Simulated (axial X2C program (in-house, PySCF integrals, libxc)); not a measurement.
**Nuclear properties of ZrF⁺**

Computed with an axial X2C code built on PySCF integrals: two-component X2C with atomic mean-field Coulomb and Gaunt terms, Gaussian nuclei, basis Zr dyall-cv3z, F dyall-av3z with contracted cores.

R = 1.831 Å (near the PBE0 minimum at charge 1 of the determinant lowest at the starting distance; the state shown can have its own minimum elsewhere).

Determinant lowest in the PBE0 search, Ω = 1 (⟨Sz⟩ = -1.00, ⟨Lz⟩ = 2.00 at PBE0), spin on the atoms Zr -1.00, F 0.00:

```json
{"level": "PBE0", "Eeff magnitude (GV/cm)": "0.158", "Ws magnitude Zr (kHz)": "0.0601", "A∥/gI Zr (MHz)": "-1620", "qzz Zr (a.u.)": "-0.91", "A∥/gI F (MHz)": "-2.35", "qzz F (a.u.)": "0.13"}
{"level": "HF", "Eeff magnitude (GV/cm)": "0.829", "Ws magnitude Zr (kHz)": "0.356", "A∥/gI Zr (MHz)": "-1600", "qzz Zr (a.u.)": "-1.46", "A∥/gI F (MHz)": "5.6", "qzz F (a.u.)": "0.12"}
{"level": "BHandHLYP", "Eeff magnitude (GV/cm)": "0.304", "Ws magnitude Zr (kHz)": "0.119", "A∥/gI Zr (MHz)": "-1690", "qzz Zr (a.u.)": "-1.10", "A∥/gI F (MHz)": "-1.58", "qzz F (a.u.)": "0.12"}
{"level": "r2SCAN", "Eeff magnitude (GV/cm)": "0.0611", "Ws magnitude Zr (kHz)": "0.0144", "A∥/gI Zr (MHz)": "-1650", "qzz Zr (a.u.)": "-1.05", "A∥/gI F (MHz)": "-1.68", "qzz F (a.u.)": "0.11"}
{"level": "B3LYP", "Eeff magnitude (GV/cm)": "0.404", "Ws magnitude Zr (kHz)": "0.171", "A∥/gI Zr (MHz)": "-1710", "qzz Zr (a.u.)": "-0.85", "A∥/gI F (MHz)": "-3.2", "qzz F (a.u.)": "0.11"}
```

Determinant 0.07 eV from it at PBE0 and this distance, Ω = 1 (⟨Sz⟩ = 1.00, ⟨Lz⟩ = 0.00 at PBE0), spin on the atoms Zr 1.02, F -0.02:

```json
{"level": "PBE0", "Eeff magnitude (GV/cm)": "0.367", "Ws magnitude Zr (kHz)": "0.161", "A∥/gI Zr (MHz)": "-561", "qzz Zr (a.u.)": "1.06", "A∥/gI F (MHz)": "-1.68", "qzz F (a.u.)": "0.14"}
{"level": "HF", "Eeff magnitude (GV/cm)": "0.525", "Ws magnitude Zr (kHz)": "0.228", "A∥/gI Zr (MHz)": "-739", "qzz Zr (a.u.)": "0.83", "A∥/gI F (MHz)": "-11.1", "qzz F (a.u.)": "0.05"}
{"level": "BHandHLYP", "Eeff magnitude (GV/cm)": "0.392", "Ws magnitude Zr (kHz)": "0.169", "A∥/gI Zr (MHz)": "-542", "qzz Zr (a.u.)": "0.98", "A∥/gI F (MHz)": "-3.23", "qzz F (a.u.)": "0.09"}
{"level": "r2SCAN", "Eeff magnitude (GV/cm)": "0.505", "Ws magnitude Zr (kHz)": "0.214", "A∥/gI Zr (MHz)": "-609", "qzz Zr (a.u.)": "1.03", "A∥/gI F (MHz)": "-3.41", "qzz F (a.u.)": "0.15"}
{"level": "B3LYP", "Eeff magnitude (GV/cm)": "0.329", "Ws magnitude Zr (kHz)": "0.143", "A∥/gI Zr (MHz)": "-487", "qzz Zr (a.u.)": "1.02", "A∥/gI F (MHz)": "-0.684", "qzz F (a.u.)": "0.10"}
```

Eeff is the effective electric field on the electron electric dipole moment in this Ω state and Ws the scalar–pseudoscalar constant of the nucleus named (defined with the proton number Z and per Ω); A∥ (defined per Ω) follows by multiplying with gI = μI/(I μN); qzz is the electric field gradient, eQq0 = 234.96 MHz × Q/barn × qzz. The operators were transformed with the bare-nucleus X2C matrices; with these basis sets, hyperfine constants and field gradients can be off by tens of per cent, and where levels differ in sign neither size nor sign is settled.

(1) With gI(91Zr) = -0.5214, Q(91Zr) = -0.176 barn (g factors from the IAEA table of nuclear moments by Stone; Q from Pyykkö, Mol. Phys. 2018), turn the PBE0 values of the first state into constants in MHz.

Each state is one determinant with collinear spin, which with several unpaired electrons need not be a pure state. Unrestricted Hartree–Fock can overshoot spin polarisation at the nuclei. With several open shells hyperfine constants can be off by a factor of several. Where Eeff spreads by more than a factor of two the levels disagree and none is to be relied on. Open-shell Ω = 0 determinants with evenly filled partner blocks cannot be reached by this program, so the Ω shown need not be the lowest component. States lie within half an eV, so the first need not be the ground state. Further determinants of the search, some of them spin-mixed, are not shown. Where a field gradient or hyperfine factor spreads by more than a factor of two over the levels, a constant derived from it is not to be relied on. PBE0 term energies can be off by some tenths of an eV.

Results:

(1) A∥(91Zr) = -1620 × -0.5214 = 845 MHz; eQq0(91Zr) = 234.96 × (-0.176) × (-0.91) = 37.6 MHz.
